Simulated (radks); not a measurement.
Q: Pt II, 77 electrons, occupied as [Xe] 4f14 5d8 6s1 (not the ground configuration). Method: Dirac Kohn-Sham, LDA (Slater exchange, Perdew-Wang correlation), spin-unpolarised, spherical densities, finite nucleus; open shells are shared between the two j in proportion to 2j + 1; Fermi nuclear charge, rms radius 5.427 fm; computed with a radial shooting solver on a logarithmic mesh with Libxc functionals. Some entries of the table are withheld. Estimate them.

orbital  occ.  eigenvalue (eV)  <r^2> (bohr^2)  <r> (bohr)
1s1/2       2        -78220.39       0.0004068     0.01717
2s1/2       2        -13742.62        0.006153         (1)
2p1/2       2              (2)        0.004359     0.05908
2p3/2       4              (3)        0.005549     0.06751
3s1/2       2        -3236.158         0.04002      0.1867
3p1/2       2        -2982.166         0.03651      0.1769
3p3/2       4        -2602.634         0.04296      0.1924
3d3/2       4        -2176.477         0.03300         (4)
3d5/2       6        -2094.594         0.03476         (5)
4s1/2       2        -703.6143          0.1949      0.4153
4p1/2       2        -595.7035          0.1991      0.4180
4p3/2       4        -505.0654          0.2326      0.4522
4d3/2       4        -327.5459             (6)         (7)
4d5/2       6        -310.6869             (8)         (9)
5s1/2       2        -113.2010           1.016      0.9513
4f5/2       6         -83.6431          0.3199      0.5124
4f7/2       8         -80.1842          0.3293      0.5198
5p1/2       2         -78.5416           1.202       1.031
5p3/2       4         -63.3429           1.447       1.130
5d3/2     3.2         -17.6570            (10)       1.562
5d5/2     4.8         -16.1911            (11)       1.626
6s1/2       1         -14.3198           7.746       2.619

A: 
(1) 2s1/2 <r> (bohr): 0.07175
(2) 2p1/2 eigenvalue (eV): -13180.35
(3) 2p3/2 eigenvalue (eV): -11453.37
(4) 3d3/2 <r> (bohr): 0.1676
(5) 3d5/2 <r> (bohr): 0.1724
(6) 4d3/2 <r^2> (bohr^2): 0.2470
(7) 4d3/2 <r> (bohr): 0.4619
(8) 4d5/2 <r^2> (bohr^2): 0.2590
(9) 4d5/2 <r> (bohr): 0.4732
(10) 5d3/2 <r^2> (bohr^2): 2.884
(11) 5d5/2 <r^2> (bohr^2): 3.134
